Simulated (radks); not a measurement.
Results of a calculation; reference values are marked as such.
The nuclear charge of the silicon ion Si+ is varied continuously with 13 electrons held in [Ne] 3s2 3p1. Level of theory: non-relativistic Kohn-Sham, TPSS, spin-polarised, spherical densities, point nucleus; open shells are filled with parallel spins first; meta-GGA in the generalised Kohn-Sham scheme (a radial shooting solver on a logarithmic mesh with Libxc functionals). By the Hellmann-Feynman theorem dE/dZ = E(electron-nucleus)/Z, the electronic potential at the nucleus.

Z     E (hartree)  E(electron-nucleus)/Z (hartree)  HOMO  e(HOMO) (eV)  <r> HOMO (bohr)
13.6   -269.87944                         -47.1477    3p        -8.036            2.713
13.8   -279.39656                         -48.0234    3p       -10.021            2.563
14     -289.08873                         -48.8982    3p       -12.154            2.432
14.2   -298.95578                         -49.7722    3p       -14.430            2.317
14.4   -308.99758                         -50.6456    3p       -16.847            2.214
14.6   -319.21399                         -51.5185    3p       -19.403            2.121
14.8   -329.60492                         -52.3908    3p       -22.095            2.037
15     -340.17027                         -53.2627    3p       -24.923            1.961

The central difference of E at Z = 14 is -48.898 hartree, to compare with the third column; the second derivative is -4.37 hartree.
